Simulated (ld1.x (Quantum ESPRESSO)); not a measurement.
Before and after: ultrasoft potential for indium

In, ultrasoft, made with ld1.x (Quantum ESPRESSO) 7.5 (LDA (PZ), scalar-relativistic). Core [Ar] 3d10 4s2, reference 4p6 4d10 5s2 5p1. Waves: 5s (bound): rcut 1.85, rcutus 2.25 bohr; 5s channel at 1.25 Ry: rcut 1.85, rcutus 2.25 bohr; 4p (bound): rcut 1.20, rcutus 1.30 bohr; 5p (bound): rcut 1.20, rcutus 1.30 bohr; 4d (bound): rcut 1.30, rcutus 1.45 bohr; 4d channel at -0.95 Ry: rcut 1.30, rcutus 1.45 bohr. Local part: all-electron potential smoothed inside 1.60 bohr (lloc = -1). Core correction: Bessel-smoothed model core inside 1.20 bohr. Augmentation charge: PSQ, inside the norm-conserving radii.

All-electron outer shells of the reference configuration (LDA (PZ), scalar-relativistic, ld1.x):

```json
{"shell": "3d", "level (eV)": "-433.01", "outermost node (bohr)": "–", "outermost maximum (bohr)": "0.26"}
{"shell": "4s", "level (eV)": "-119.46", "outermost node (bohr)": "0.41", "outermost maximum (bohr)": "0.77"}
{"shell": "4p", "level (eV)": "-78.05", "outermost node (bohr)": "0.42", "outermost maximum (bohr)": "0.82"}
{"shell": "4d", "level (eV)": "-18.71", "outermost node (bohr)": "0.40", "outermost maximum (bohr)": "0.94"}
{"shell": "5s", "level (eV)": "-8.49", "outermost node (bohr)": "1.02", "outermost maximum (bohr)": "2.13"}
{"shell": "5p", "level (eV)": "-2.70", "outermost node (bohr)": "1.14", "outermost maximum (bohr)": "2.85"}
```

Change: waves 5s (bound): rcut 1.85, rcutus 2.48 bohr; 5s channel at 1.25 Ry: rcut 1.85, rcutus 2.48 bohr.

Cutoffs: the cutoffs (Ry, on a coarse ladder) from which the occupation-weighted sum of valence levels, in a spherical-Bessel basis at the reference potential, stays within 10 and 1 mRy of its value at 400 Ry; they do not see the model core or the augmentation charge, which bear on the density cutoff. Errors are all-electron minus pseudo energies relative to the spin-unpolarised reference configuration.

Q: What does the change do?

A: The potential gets neither clearly harder nor softer (80 Ry and 120 Ry → 80 Ry and 120 Ry); both files keep a bound ghost (s); of the 9 tests that both files solve, the error grows in 6 and shrinks in 0 by more than 15 % and 0.3 meV (median size 5.5 → 6.7 meV). More of the atom is replaced by a form fitted at one configuration, so other configurations suffer.

```tsv
quantity	base	changed
cutoff, loose	80 Ry	80 Ry
cutoff, tight	120 Ry	120 Ry
bound ghosts	s	s
error for 4p6 4d10 5s2 5p0, meV [ΔE 5.59 eV]	-1.4	-1.4
error for 4p6 4d10 5s1 5p0, meV [ΔE 25.26 eV]	-5.1	-6.3
error for 4p6 4d10 5s0 5p0, meV [ΔE 54.00 eV]	-13	-17
error for 4p6 4d9 5s2 5p1, meV [ΔE 25.22 eV]	-44	-53
error for 4p6 4d9 5s2 5p2, meV [ΔE 18.20 eV]	-41	-49
error for 4p5 4d10 5s2 5p1, meV [ΔE 85.55 eV]	-88	-106
error for 4p6 4d10 5s2 5p1.3, meV [ΔE -0.58 eV]	+0.1	+0.1
error for 4p6 4d10 5s2 5p1 (spin-polarised), meV [ΔE -0.12 eV]	+0.2	+0.2
error for 4p6 4d10 5s1 5p0 (spin-polarised), meV [ΔE 25.03 eV]	-5.5	-6.7
lowest overlap eigenvalue by channel	s 0.33, p 0.22, d 0.88	s 0.27, p 0.22, d 0.88
```

 A true bound ghost makes a file unfit for plane-wave use even where its test errors are small: the radial tests pick states by their node count and pass the ghost by.
